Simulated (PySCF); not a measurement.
Geometry:
```
atom   x (Å)   y (Å)   z (Å)
  C1   2.612  -0.972  -0.578
  C2   1.816   0.010   0.279
 Si3   0.336   0.778  -0.562
  O4  -0.310   2.028   0.354
 Si5  -1.809   1.760   1.059
  C6  -2.007  -0.093   0.704
  C7  -1.220  -0.372  -0.601
  C8  -0.886  -1.767  -0.799
  N9  -0.566  -2.873  -0.940
 H10   2.961  -0.504  -1.512
 H11   2.011  -1.852  -0.853
 H12   3.503  -1.335  -0.043
 H13   1.463  -0.473   1.207
 H14   2.451   0.852   0.607
 H15   0.665   1.254  -1.936
 H16  -2.854   2.591   0.390
 H17  -1.778   2.077   2.514
 H18  -3.052  -0.433   0.630
 H19  -1.551  -0.651   1.539
 H20  -1.815  -0.041  -1.471
```

Geometry: PBE0-D3(BJ)/def2-SVP; GIAO absolute shieldings from PySCF 2.14.0 with density-fitted response routines, gas phase, non-relativistic, averaged over equivalent atoms.

At wB97X-D/pcSseg-1 (222 basis functions, 100 s wall time on 1 thread of an Arm Neoverse N1, shared host):
```json
{"atoms": "C8", "σ (ppm)": "56.8"}
{"atoms": "C6", "σ (ppm)": "171.3"}
{"atoms": "C7", "σ (ppm)": "174.7"}
{"atoms": "C2", "σ (ppm)": "176.4"}
{"atoms": "C1", "σ (ppm)": "177.1"}
{"atoms": "Si3", "σ (ppm)": "336.3"}
{"atoms": "Si5", "σ (ppm)": "353.1"}
{"atoms": "O4", "σ (ppm)": "287.0"}
{"atoms": "N9", "σ (ppm)": "-35.0"}
{"atoms": "H17", "σ (ppm)": "26.37"}
{"atoms": "H15", "σ (ppm)": "26.47"}
{"atoms": "H16", "σ (ppm)": "26.55"}
{"atoms": "H20", "σ (ppm)": "29.73"}
{"atoms": "H18", "σ (ppm)": "30.06"}
{"atoms": "H10/H11/H12", "σ (ppm)": "30.15"}
{"atoms": "H19", "σ (ppm)": "30.23"}
{"atoms": "H14", "σ (ppm)": "30.62"}
{"atoms": "H13", "σ (ppm)": "30.64"}
```

Question: What do these become at PBE0/pcSseg-1?

Answer: 
```csv
atoms,σ at PBE0/pcSseg-1,change
C8,58.0,+1.2
C6,170.7,-0.6
C7,173.7,-1.0
C2,175.4,-1.0
C1,177.1,+0.0
Si3,335.3,-1.0
Si5,351.5,-1.6
O4,282.9,-4.1
N9,-35.3,-0.3
H17,26.16,-0.21
H15,26.27,-0.20
H16,26.35,-0.20
H20,29.49,-0.24
H18,29.89,-0.17
H10/H11/H12,30.03,-0.12
H19,30.05,-0.18
H14,30.45,-0.17
H13,30.45,-0.19
```

The largest change is at O4 (oxygen bonded to 2 Si, in a 5-membered ring). Cost: 222 basis functions, 110 s wall time on 1 thread of an Arm Neoverse N1, shared host. The order of the carbon signals is the same at both levels.
